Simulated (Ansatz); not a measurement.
`FC(F)[SiH3]` + `N1[SiH2]P1` → `[SiH3]N1[SiH2]P1` + `FCF` at 500 K and 1 bar (ligand exchange at the Si–C bond).

Program: Ansatz. Geometries: PBE0-D4/def2-TZVP. ΔE: electronic, gas phase. CCSD(T)/CBS is the MP2 limit (def2-TZVPP, def2-QZVPP) plus CCSD(T) − MP2 in def2-TZVPP, frozen cores. This one scheme is used for every species.

```
           species  CCSD(T)/CBS energy (Eh)  H − E (kJ/mol)  S (J/(mol·K))
     `FC(F)[SiH3]`               -529.09339           159.4          357.7
      `N1[SiH2]P1`               -687.10203           140.6          326.7
`[SiH3]N1[SiH2]P1`               -977.41004           196.4          410.6
             `FCF`               -238.82660           107.3          272.2
```

H − E and S are ideal-gas, rigid-rotor, harmonic terms from PBE0-D4/def2-TZVP, for one conformer and one mirror image of each species. 1 Eh = 2625.50 kJ/mol, R = 8.31446 J/(mol·K).

Task: By hand: ΔE, ΔH, ΔS and ΔG.

Result: ΔE = (-977.41004) + (-238.82660) − (-529.09339) − (-687.10203) = -0.04122 Eh = -108.2 kJ/mol. Δ(H − E) = 196.4 + 107.3 − 159.4 − 140.6 = 3.7, so ΔH = -104.5 kJ/mol. ΔS = 410.6 + 272.2 − 357.7 − 326.7 = -1.6 J/(mol·K). ΔG = -104.5 − 500 × (-1.6)/1000 = -103.7 kJ/mol.

Task: By hand: the equilibrium constant, and the temperature at which ΔG would vanish if ΔH and ΔS stayed fixed.

Result: log₁₀ K = −ΔG/(RT ln 10) = 10.8. ΔG = 0 at ΔH/ΔS = 65312 K, far beyond where these terms or the molecules hold.

The number of gas molecules stays the same, so ΔS is small and ΔH decides. A doubt of 5 kJ/mol in ΔE shifts log₁₀ K by 0.5 here. Other conformers and mirror images would add mixing entropy, several J/(mol·K) or more a flexible species. These are equilibria of isolated gas molecules and say nothing of rates. Largest T1 diagnostic: 0.015 (customary marks: 0.02 for closed shells, 0.045 for open ones).
